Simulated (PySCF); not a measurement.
A structure optimised at PBE-D3(BJ)/def2-SVP, used in a PySCF frequency run:

```xyz
7

Cl     2.2283    -0.0466    -1.7047
Si     1.3230     0.7443     0.0000
Cl     2.2283    -0.0466     1.7047
Si    -0.9253     0.0089     0.0000
Cl    -1.0845    -2.0536     0.0000
Cl    -1.8498     0.7632     1.6883
Cl    -1.8498     0.7632    -1.6883
```
Charge 0, spin multiplicity 2.

**Question.** Write its SMILES, formula and point group.

**Answer.** Cl[Si](Cl)[Si](Cl)(Cl)Cl, Cl₅Si₂, Cs

**Question.** What are its rotational constants (standard atomic weights)?

**Answer.** 0.82222, 0.55171, 0.45217 GHz
